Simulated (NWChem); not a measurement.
System: CdHSeBr; SMILES [SeH][Cd][Br]

Excerpt of the output:

```
             Northwest Computational Chemistry Package (NWChem) 7.3.0
             --------------------------------------------------------

 CS  symmetry detected

                             Geometry "geometry" -> ""
                             -------------------------

 Output coordinates in angstroms (scale by  1.889725989 to convert to a.u.)

  No.       Tag          Charge          X              Y              Z
 ---- ---------------- ---------- -------------- -------------- --------------
    1 Cd                  48.0000     0.00829620    -0.01032018     0.00000000
    2 Br                  35.0000     0.00592476    -2.42930072     0.00000000
    3 Se                  34.0000     0.02479097     2.44240698     0.00000000
    4 H                    1.0000    -1.44847728     2.47905662     0.00000000

 Effective nuclear repulsion energy (a.u.)     873.5070910743

      Symmetry information
      --------------------

 Group name             Cs
 Group number              2
 Group order               2
 No. of unique centers     4

                                 NWChem DFT Module
                                 -----------------

 Summary of "ao basis" -> "ao basis" (spherical)
 ------------------------------------------------------------------------------
       Tag                 Description            Shells   Functions and Types
 ---------------- ------------------------------  ------  ---------------------
 Cd                         def2-svp                11       31   5s3p2d1f
 Br                         def2-svp                12       32   5s4p3d
 Se                         def2-svp                12       32   5s4p3d
 H                          def2-svp                 3        5   2s1p

      Symmetry analysis of basis
      --------------------------

        a'         69
        a"         31

            General Information
            -------------------
          SCF calculation type: DFT
          Wavefunction type:  closed shell.
          No. of atoms     :     4
          No. of electrons :    90
           Alpha electrons :    45
            Beta electrons :    45
          Charge           :     0
          Spin multiplicity:     1
          Use of symmetry is: on ; symmetry adaption is: on
          Maximum number of iterations: 150
          AO basis - number of functions:   100
                     number of shells:    38
          Convergence on energy requested:  1.00D-06
          Convergence on density requested:  1.00D-05
          Convergence on gradient requested:  5.00D-04

              XC Information
              --------------
                         PBE0 Method XC Functional
                     Hartree-Fock (Exact) Exchange  0.250
          PerdewBurkeErnzerhof Exchange Functional  0.750
            Perdew 1991 LDA Correlation Functional  1.000 local
           PerdewBurkeErnz. Correlation Functional  1.000 non-local

             Grid Information
             ----------------
          Grid used for XC integration:  medium
          Radial quadrature: Mura-Knowles
          Angular quadrature: Lebedev.
          Tag              B.-S. Rad. Rad. Pts. Rad. Cut. Ang. Pts.
          ---              ---------- --------- --------- ---------
          Cd                  1.55      123          10.0       590
          Br                  1.15      112          12.0       590
          Se                  1.15      112          12.0       590
          H                   0.35       45          12.0       434
          Grid pruning is: on
          Number of quadrature shells:   392
          Spatial weights used:  Erf1

      Superposition of Atomic Density Guess
      -------------------------------------

 Sum of atomic energies:       -5164.07055879

      Non-variational initial energy
      ------------------------------

 Total energy =   -5139.364791
 1-e energy   =   -8118.772914
 2-e energy   =    2530.813154
 HOMO         =      -0.289758
 LUMO         =      -0.042751

      Symmetry analysis of molecular orbitals - initial
      -------------------------------------------------

  Numbering of irreducible representations:

     1 a'          2 a"

  Orbital symmetries:

     1 a'          2 a'          3 a'          4 a'          5 a'
     6 a'          7 a"          8 a'          9 a'         10 a"
    11 a'         12 a'         13 a'         14 a'         15 a"
    16 a'         17 a'         18 a"         19 a'         20 a'
    21 a'         22 a"         23 a'         24 a"         25 a'
    26 a'         27 a"         28 a'         29 a'         30 a"
    31 a'         32 a"         33 a'         34 a'         35 a'
    36 a"         37 a'         38 a'         39 a"         40 a'
    41 a'         42 a"         43 a'         44 a'         45 a"
    46 a'         47 a'         48 a"         49 a'         50 a'
    51 a'         52 a'         53 a"         54 a'         55 a'

   convergence    iter        energy       DeltaE   RMS-Dens  Diis-err
 ---------------- ----- ----------------- --------- --------- ---------
 d= 0,ls=0.0,diis     1  -5142.8836201700 -5.59D+03  1.25D-02  3.91D-01
 d= 0,ls=0.0,diis     2  -5142.8895567290 -5.94D-03  6.60D-03  3.55D-01
 d= 0,ls=0.0,diis     3  -5142.9332771120 -4.37D-02  1.37D-03  1.75D-02
 d= 0,ls=0.0,diis     4  -5142.9352450081 -1.97D-03  2.80D-04  1.18D-03
 d= 0,ls=0.0,diis     5  -5142.9353839261 -1.39D-04  5.70D-05  3.56D-05
  Resetting Diis
 d= 0,ls=0.0,diis     6  -5142.9353877566 -3.83D-06  1.25D-05  2.11D-06
 d= 0,ls=0.0,diis     7  -5142.9353879604 -2.04D-07  7.79D-06  8.84D-08

         Total DFT energy =    -5142.935387960364
      One electron energy =    -8119.367042412852
           Coulomb energy =     2721.635216171627
    Exchange-Corr. energy =     -193.798530522762
 Nuclear repulsion energy =      448.594968803622

 Numeric. integr. density =       89.999985589901

                  Occupations of the irreducible representations
                  ----------------------------------------------

                     irrep           alpha         beta
                     --------     --------     --------
                     a'               32.0         32.0
                     a"               13.0         13.0

                       DFT Final Molecular Orbital Analysis
                       ------------------------------------

 Vector   43  Occ=2.000000D+00  E=-3.010020D-01  Symmetry=a"
              MO Center=  5.8D-03, -2.2D+00,  7.5D-14, r^2= 2.4D+00
   Bfn.  Coefficient  Atom+Function         Bfn.  Coefficient  Atom+Function
  ----- ------------  ---------------      ----- ------------  ---------------
    48      0.582795  2 Br pz                45      0.508848  2 Br pz
    42     -0.339692  2 Br pz                39      0.110376  2 Br pz
    16      0.093499  1 Cd d -1              80      0.088151  3 Se pz
    14      0.086673  1 Cd pz                77      0.083665  3 Se pz
    11      0.071232  1 Cd pz                 8     -0.062657  1 Cd pz

 Vector   44  Occ=2.000000D+00  E=-2.998878D-01  Symmetry=a'
              MO Center=  1.2D-02, -2.3D+00, -1.9D-15, r^2= 1.9D+00
   Bfn.  Coefficient  Atom+Function         Bfn.  Coefficient  Atom+Function
  ----- ------------  ---------------      ----- ------------  ---------------
    46      0.593439  2 Br px                43      0.516690  2 Br px
    40     -0.344990  2 Br px                15      0.119321  1 Cd d -2
    37      0.112097  2 Br px                12      0.077245  1 Cd px
     9      0.059257  1 Cd px                 6     -0.052322  1 Cd px
    97      0.038046  4 H  s                 68     -0.034666  3 Se s

 Vector   45  Occ=2.000000D+00  E=-2.618697D-01  Symmetry=a"
              MO Center= -1.8D-03,  2.1D+00, -8.6D-13, r^2= 2.8D+00
   Bfn.  Coefficient  Atom+Function         Bfn.  Coefficient  Atom+Function
  ----- ------------  ---------------      ----- ------------  ---------------
    80      0.594228  3 Se pz                77      0.484895  3 Se pz
    74     -0.310478  3 Se pz                48     -0.135101  2 Br pz
    16     -0.128047  1 Cd d -1              45     -0.106593  2 Br pz
    71      0.100771  3 Se pz                14      0.073293  1 Cd pz
    42      0.071554  2 Br pz                11      0.059416  1 Cd pz

 Vector   46  Occ=0.000000D+00  E=-6.691958D-02  Symmetry=a'
              MO Center= -6.1D-02,  1.6D-01,  9.6D-16, r^2= 5.8D+00
   Bfn.  Coefficient  Atom+Function         Bfn.  Coefficient  Atom+Function
  ----- ------------  ---------------      ----- ------------  ---------------
     5      0.742578  1 Cd s                  4      0.569030  1 Cd s
    79      0.499207  3 Se py                47     -0.419442  2 Br py
     2     -0.302368  1 Cd s                 76      0.270505  3 Se py
    44     -0.247611  2 Br py                68     -0.240204  3 Se s
    19     -0.205583  1 Cd d  2              67     -0.206466  3 Se s

 Vector   47  Occ=0.000000D+00  E=-2.998717D-02  Symmetry=a'
              MO Center=  1.4D-01,  8.0D-02,  4.6D-15, r^2= 5.7D+00
   Bfn.  Coefficient  Atom+Function         Bfn.  Coefficient  Atom+Function
  ----- ------------  ---------------      ----- ------------  ---------------
    12      0.837054  1 Cd px                97      0.356199  4 H  s
     9      0.319745  1 Cd px                 6     -0.250591  1 Cd px
    46     -0.248466  2 Br px                68     -0.246065  3 Se s
    96      0.157236  4 H  s                 43     -0.135998  2 Br px
    78      0.095395  3 Se px                40      0.090699  2 Br px

 Vector   48  Occ=0.000000D+00  E=-1.638907D-02  Symmetry=a"
              MO Center=  6.0D-03,  2.1D-02,  2.9D-15, r^2= 5.9D+00
   Bfn.  Coefficient  Atom+Function         Bfn.  Coefficient  Atom+Function
  ----- ------------  ---------------      ----- ------------  ---------------
    14      0.869902  1 Cd pz                11      0.318574  1 Cd pz
    80     -0.293121  3 Se pz                48     -0.249027  2 Br pz
     8     -0.247379  1 Cd pz                77     -0.151928  3 Se pz
    45     -0.137581  2 Br pz                74      0.096259  3 Se pz
    42      0.090936  2 Br pz                92     -0.053670  3 Se d -1

     Multipole analysis of the density
     ---------------------------------

     L   x y z        total         alpha         beta         nuclear
     -   - - -        -----         -----         ----         -------
     0   0 0 0      0.000000    -45.000000    -45.000000     90.000000

     1   1 0 0     -0.235832      0.101570      0.101570     -0.438971
     1   0 1 0      0.464573     -0.040746     -0.040746      0.546065
     1   0 0 1     -0.000000     -0.000000     -0.000000      0.000000

     2   2 0 0    -40.538170    -24.057248    -24.057248      7.576326
     2   1 1 0     -1.452405      2.912065      2.912065     -7.276535
     2   1 0 1      0.000000      0.000000      0.000000      0.000000
     2   0 2 0    -50.350368   -767.103765   -767.103765   1483.857163
     2   0 1 1     -0.000000     -0.000000     -0.000000      0.000000
     2   0 0 2    -43.748770    -21.874385    -21.874385      0.000000

                                 NWChem DFT Module
                                 -----------------

      Symmetry analysis of basis
      --------------------------

        a'         69
        a"         31

            General Information
            -------------------
          SCF calculation type: DFT
          Wavefunction type:  spin polarized.
          No. of atoms     :     4
          No. of electrons :    89
           Alpha electrons :    45
            Beta electrons :    44
          Charge           :     1
          Spin multiplicity:     2
          Use of symmetry is: on ; symmetry adaption is: on
          Maximum number of iterations: 150
          AO basis - number of functions:   100
                     number of shells:    38
          Convergence on energy requested:  1.00D-06
          Convergence on density requested:  1.00D-05
          Convergence on gradient requested:  5.00D-04

              XC Information
              --------------
                         PBE0 Method XC Functional
                     Hartree-Fock (Exact) Exchange  0.250
          PerdewBurkeErnzerhof Exchange Functional  0.750
            Perdew 1991 LDA Correlation Functional  1.000 local
           PerdewBurkeErnz. Correlation Functional  1.000 non-local

             Grid Information
             ----------------
          Grid used for XC integration:  medium
          Radial quadrature: Mura-Knowles
          Angular quadrature: Lebedev.
          Tag              B.-S. Rad. Rad. Pts. Rad. Cut. Ang. Pts.
          ---              ---------- --------- --------- ---------
          Cd                  1.55      123          10.0       590
          Br                  1.15      112          12.0       590
          Se                  1.15      112          12.0       590
          H                   0.35       45          12.0       434
          Grid pruning is: on
          Number of quadrature shells:   392
          Spatial weights used:  Erf1

      Superposition of Atomic Density Guess
      -------------------------------------

 Sum of atomic energies:       -5164.07055879

 Renormalizing density from      90.00 to     89

      Non-variational initial energy
      ------------------------------

 Total energy =   -5105.084049
 1-e energy   =   -8028.564326
 2-e energy   =    2474.885308
 HOMO         =      -0.568323
 LUMO         =      -0.300767

   Symmetry analysis of molecular orbitals - initial alpha
   -------------------------------------------------------

  Numbering of irreducible representations:

     1 a'          2 a"

  Orbital symmetries:

     1 a'          2 a'          3 a'          4 a'          5 a'
     6 a'          7 a"          8 a'          9 a'         10 a"
    11 a'         12 a'         13 a'         14 a'         15 a"
    16 a'         17 a'         18 a"         19 a'         20 a'
    21 a'         22 a"         23 a'         24 a"         25 a'
    26 a'         27 a"         28 a'         29 a'         30 a"
    31 a"         32 a'         33 a'         34 a'         35 a'
    36 a"         37 a'         38 a'         39 a"         40 a'
    41 a'         42 a"         43 a'         44 a'         45 a"
    46 a'         47 a'         48 a'         49 a"         50 a'
    51 a'         52 a'         53 a'         54 a"         55 a'

   Symmetry analysis of molecular orbitals - initial beta
   ------------------------------------------------------

  Numbering of irreducible representations:

     1 a'          2 a"

  Orbital symmetries:

     1 a'          2 a'          3 a'          4 a'          5 a'
     6 a'          7 a"          8 a'          9 a'         10 a"
    11 a'         12 a'         13 a'         14 a'         15 a"
    16 a'         17 a'         18 a"         19 a'         20 a'
    21 a'         22 a"         23 a'         24 a"         25 a'
    26 a'         27 a"         28 a'         29 a'         30 a"
    31 a"         32 a'         33 a'         34 a'         35 a'
    36 a"         37 a'         38 a'         39 a"         40 a'
    41 a'         42 a"         43 a'         44 a'         45 a"
    46 a'         47 a'         48 a'         49 a"         50 a'
    51 a'         52 a'         53 a'         54 a"         55 a'

[...]
```

Level: PBE0/def2-SVP with def2 effective core potentials on Cd, vertical spin-unrestricted ions. Geometry: optimised at PBE0/def2-SVP. Not confirmed as a minimum by frequencies. def2 effective core potentials on Cd; no spin-orbit coupling.

**Question.** Which NWChem input produces such a log?

**Answer.** One answer among several that fit: the input that was run:
```
start job
memory heap 200 mb stack 900 mb global 1100 mb
geometry units angstroms noautoz
  Cd     0.218894     0.094488    -0.007164
  Br    -0.099437    -2.303415     0.006954
  Se     0.555643     2.524007    -0.020595
  H     -0.900166     2.752849    -0.009916
end
basis spherical
  * library def2-svp
end
ecp
  Cd library def2-ecp
end
dft
  xc pbe0
  iterations 150
  vectors input atomic output neutral.movecs
end
task dft energy
charge 1
dft
  odft
  mult 2
  vectors input atomic output cation.movecs
end
task dft energy
```
